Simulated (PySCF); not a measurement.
**S⁺ (sulfur, charge +1) across methods**

[Ne] 3s1 3p3 4s1, high-spin 6S determinant (an excited configuration). Calculation: PySCF 2.14, in aug-cc-pwCVDZ (6s5p3d, 36 functions); the non-relativistic Hamiltonian (point nucleus).

```json
{"method": "r2SCAN", "E (hartree)": "-396.9635", "mean ε 3s α (eV)": "-36.205", "mean ε 3p α (eV)": "-24.139", "mean ε 4s α (eV)": "-7.805", "Σ⟨r²⟩ (bohr²)": "36.38", "⟨S²⟩": "8.750"}
{"method": "PBE", "E (hartree)": "-396.7981", "mean ε 3s α (eV)": "-34.917", "mean ε 3p α (eV)": "-23.502", "mean ε 4s α (eV)": "-7.777", "Σ⟨r²⟩ (bohr²)": "36.08", "⟨S²⟩": "8.750"}
{"method": "CAM-B3LYP", "E (hartree)": "-396.9615", "mean ε 3s α (eV)": "-39.127", "mean ε 3p α (eV)": "-26.413", "mean ε 4s α (eV)": "-8.994", "Σ⟨r²⟩ (bohr²)": "36.14", "⟨S²⟩": "8.750"}
{"method": "revPBE", "E (hartree)": "-396.9050", "mean ε 3s α (eV)": "-34.933", "mean ε 3p α (eV)": "-23.496", "mean ε 4s α (eV)": "-7.737", "Σ⟨r²⟩ (bohr²)": "36.15", "⟨S²⟩": "8.750"}
{"method": "PBE0", "E (hartree)": "-396.8376", "mean ε 3s α (eV)": "-37.770", "mean ε 3p α (eV)": "-25.204", "mean ε 4s α (eV)": "-8.287", "Σ⟨r²⟩ (bohr²)": "36.20", "⟨S²⟩": "8.750"}
{"method": "BLYP", "E (hartree)": "-396.9583", "mean ε 3s α (eV)": "-34.495", "mean ε 3p α (eV)": "-23.098", "mean ε 4s α (eV)": "-7.563", "Σ⟨r²⟩ (bohr²)": "36.07", "⟨S²⟩": "8.750"}
{"method": "UHF", "E (hartree)": "-396.47960", "mean ε 3s α (eV)": "-45.676", "mean ε 3p α (eV)": "-29.719", "mean ε 4s α (eV)": "-9.513", "Σ⟨r²⟩ (bohr²)": "36.66", "⟨S²⟩": "8.750"}
{"method": "B97-3", "E (hartree)": "-396.9078", "mean ε 3s α (eV)": "-37.740", "mean ε 3p α (eV)": "-25.113", "mean ε 4s α (eV)": "-8.276", "Σ⟨r²⟩ (bohr²)": "36.28", "⟨S²⟩": "8.750"}
{"method": "LDA", "E (hartree)": "-395.5789", "mean ε 3s α (eV)": "-34.733", "mean ε 3p α (eV)": "-23.463", "mean ε 4s α (eV)": "-7.941", "Σ⟨r²⟩ (bohr²)": "35.99", "⟨S²⟩": "8.750"}
```

The outer electron is Rydberg-like, and this basis confines it to a smaller radius and binds it less than a complete one would.
